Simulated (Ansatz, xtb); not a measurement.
## C4H6BrF: 5 structures ranked

5 gas-phase structures of C4H6BrF, from a drawn sample of its isomers (lower ones may exist). Each was relaxed with GFN2-xTB; where two conformers were screened, the lower at r2SCAN-D4/def2-SVP is listed:

A. `F[C@@H]1CC[C@H]1Br`, a singlet
B. `F[C@@H]1CC[C@@H]1Br`, a singlet
C. `F[C@H]1C[C@@H](Br)C1`, a singlet
D. `F[C@H]1C[C@H](Br)C1`, a singlet
E. `FC1(Br)CCC1`, a singlet

Estimate their order in r2SCAN-D4/def2-SVP energy at these geometries, lowest first.

Calculated order at r2SCAN-D4/def2-SVP: E (0.0), C (5.4), A (6.3), D (12.1), B (13.4) kJ/mol. Less than 1 kcal/mol parts C and A; D and B, so the order within those pairs means little.

Energies above the lowest of each column, in kJ/mol; the last columns are at B3LYP/def2-SVP geometries:

| structure | GFN2-xTB | HF/STO-3G | r2SCAN-D4/def2-SVP | B3LYP/def2-SVP | CCSD(T)/def2-SVP + ΔMP2/def2-TZVPP |
| --- | --- | --- | --- | --- | --- |
| E | 0.0 | 0.0 | 0.0 | 0.0 | 1.2 |
| C | 1.4 | 12.1 | 5.4 | 1.7 | 2.3 |
| A | 0.4 | 11.6 | 6.3 | 0.1 | 0.0 |
| D | 0.4 | 16.7 | 12.1 | 6.0 | 5.3 |
| B | 14.8 | 17.7 | 13.4 | 11.6 | 10.9 |

CCSD(T)/def2-SVP + ΔMP2/def2-TZVPP has A and C and E within 1 kcal/mol of each other at the bottom, and every level picks one of them. CCSD(T)/def2-SVP + ΔMP2/def2-TZVPP orders those it was run on as A (0.0), E (1.2), C (2.3), D (5.3), B (10.9) kJ/mol. Less than 1 kcal/mol parts A and E; E and C; C and D, so the order within those pairs means little. ΔMP2 is the change of the MP2 energy from the smaller to the larger basis.

Over these structures GFN2-xTB departs from r2SCAN-D4/def2-SVP by 3.8 kJ/mol on average once a common shift is removed. A GFN2-xTB relaxation took about 0.42 s and the r2SCAN-D4/def2-SVP energy about 6 s on a shared host (Ansatz 0.2.0, xtb 6.7.1).
